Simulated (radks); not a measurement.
Spin polarisation of the 2p3 shell in Ne3+. Start: [He] 2s2 2p(up 1.5, down 1.5); electrons of 2p are moved from spin down to spin up, other shells keep equal spins. Calculated with a radial shooting solver on a logarithmic mesh with Libxc functionals: scalar-relativistic Kohn-Sham, PBE, spin-polarised, spherical densities, finite nucleus; Fermi nuclear charge, rms radius of each element as measured or else 0.836 A^(1/3) + 0.57 fm.

moment (Bohr magnetons)  E - E(0) (eV)  e(2p up) (eV)  e(2p down) (eV)  2s down minus up (eV)  1s down minus up (eV)
0                                0.000        -80.549          -80.549                  0.000                  0.000
0.75                            -0.401        -81.547          -79.405                  2.013                  0.876
1.5                             -1.610        -82.410          -78.099                  4.064                  1.757
2.25                            -3.641        -83.144          -76.610                  6.184                  2.649
3                               -6.518        -83.746          -74.926                  8.399                  3.555

At moment 3 the spin-polarisation energy is -6.518 eV and the 2p exchange splitting 8.820 eV, that is 2.940 eV per Bohr magneton; E = -I m^2/4 would give I = 2.897 eV.
